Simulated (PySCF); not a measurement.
CH₅MgNS, SMILES [S](C)[Mg][NH2]. Atoms are numbered in the order given.

```xyz
9

Mg    -0.4363     0.3552     0.8377
N     -1.5763     1.4212     1.9002
H     -1.3510     2.3212     2.3168
H     -2.5265     1.1964     2.1849
S      0.9488    -0.9351    -0.4604
C      0.5725    -0.3432    -2.1543
H     -0.4775    -0.5187    -2.4309
H      1.2044    -0.9120    -2.8509
H      0.8057     0.7241    -2.2821
```

Geometry: ωB97X-D3(BJ)/def2-SVP. Other conformers were not sampled.

All values below come from KT2/pcSseg-1 run with PySCF.

GIAO shieldings, no solvent; atoms alike by connectivity are averaged. δ = σ(ref) − σ: ¹⁵N against NH3 (σ = 266.2 ppm); ¹H against TMS (σ = 31.47 ppm); ³³S against H2S (σ = 723.0 ppm); ¹³C against TMS (σ = 185.1 ppm), references at their B3LYP-D3(BJ)/def2-TZVP geometries, non-relativistic.

Computed chemical shifts:
| nucleus | atoms | count | δ (ppm) |
|---|---|---|---|
| ¹⁵N | N2 | 1 | -20.8 |
| ¹H | H7, H8, H9 | 3 | 2.41 |
| ¹H | H3, H4 | 2 | -1.00 |
| ³³S | S5 | 1 | -10.4 |
| ¹³C | C6 | 1 | 13.1 |
